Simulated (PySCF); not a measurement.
Si(All)(H)3 (C₃H₈Si), SMILES C(=C)C[SiH3]. The structure is a stationary point at PBE-D3(BJ)/def2-SVP. One conformer was computed; it need not be the lowest.

Computed equilibrium geometry at PBE-D3(BJ)/def2-SVP (PySCF confirms it by a frequency run) as a Z-matrix (one conformer of several):
```
C
H 1 1.1108
H 1 1.1121 2 107.33
C 1 1.4993 2 111.38 3 -121.96
C 4 1.3461 1 125.75 2 -15.14
H 5 1.1007 4 121.38 1 -178.04
H 5 1.1032 6 117.11 4 179.92
H 4 1.1061 5 118.48 6 -0.36
Si 1 1.9089 2 107.87 3 114.97
H 9 1.5039 1 110.06 2 58.39
H 9 1.5056 10 108.74 1 -120.55
H 9 1.5067 10 109.06 11 -118.27
```
